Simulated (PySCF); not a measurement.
C₆H₁₀FN₃.
Structure used (GFN2-xTB), in Å, numbered top down from 1:
```
atom  x, y, z in Å
C1     2.0068   -1.0167    0.7765
C2     1.4962   -0.0204   -0.1938
C3     2.1485    0.7750   -1.1211
F4     3.4574    0.8185   -1.3559
N5     1.2625    1.5263   -1.7810
N6     0.0964    1.2519   -1.3254
N7     0.1996    0.3309   -0.3754
C8    -0.9807   -0.1564    0.3054
C9    -1.9114   -0.8052   -0.7156
C10   -1.6613    1.0096    1.0174
H11    1.7593   -0.7270    1.7978
H12    3.0881   -1.0786    0.6840
H13    1.5822   -2.0018    0.5821
H14   -0.6501   -0.9011    1.0370
H15   -1.4172   -1.6378   -1.2113
H16   -2.1921   -0.0712   -1.4660
H17   -2.8067   -1.1728   -0.2225
H18   -1.9386    1.7655    0.2878
H19   -0.9905    1.4589    1.7463
H20   -2.5537    0.6630    1.5305
```

Definitions: NICS(0) = −σiso at the ring centroid; NICS(1) = −σiso and NICS(1)zz = −σzz at ±1 Å along the ring normal z. Level: GIAO PBE0/pcSseg-1 (PySCF, non-relativistic, gas phase) on the GFN2-xTB geometry, one conformer.

Ring bond lengths (Å), with Mayer bond orders in brackets: C2–C3 1.385 (1.39), C3–N5 1.336 (1.41), N5–N6 1.282 (1.41), N6–N7 1.327 (1.20), N7–C2 1.355 (1.05).

Task: Give the NICS values of each ring in ppm.

Result: 
```json
{"ring": "C2–C3–N5–N6–N7", "type": "5-membered ring with 3 N; formal bonds all aromatic", "NICS(0)": "-13.8", "NICS(1), two faces": "-12.3 / -12.3", "NICS(1)zz, two faces": "-29.2 / -29.2", "rms pucker (Å)": "0.00", "centre to ring atoms, mean (Å)": "1.14"}
```

Task: What can be read from them?

Result: 
- C2–C3–N5–N6–N7: mean NICS(1)zz -29.2 ppm, shielded, aromatic by this magnetic criterion (flat ring, no four-coordinate atom).

Task: And the bond-length index? HOMA = 1 − mean of α(R − Ropt)² over the ring bonds, with Krygowski's 1993 parameters (CC: Ropt 1.388 Å, α 257.7 Å⁻²; CN: Ropt 1.334 Å, α 93.52 Å⁻²; NN: Ropt 1.309 Å, α 130.33 Å⁻²).

Result: 
- C2–C3–N5–N6–N7: HOMA 0.96; the largest term is that of N5–N6, α(R − Ropt)² = 0.10. The geometric and the magnetic index point the same way.

Task: What is the mean of the two in-plane components of NICS at the second NICS(1) probe listed for ring C2–C3–N5–N6–N7, 1 Å off the ring?

Result: The isotropic value is a third of the trace: (3 × -12.3 − (-29.2))/2 = -3.9 ppm.

Task: List the ring angles and the Hirshfeld charges of the ring atoms.

Result: 
- C2–C3–N5–N6–N7: C2 102.2° (+0.012 e), C3 110.0° (+0.079 e), N5 107.9° (-0.162 e), N6 109.4° (-0.066 e), N7 110.5° (+0.047 e); sum 540.0° against 540° for a flat convex ring.

Cost: about 1.8 min of CPU time on one thread; the machine was shared, so the figure is rough. This is the whole shielding run at PBE0/pcSseg-1, SCF included.
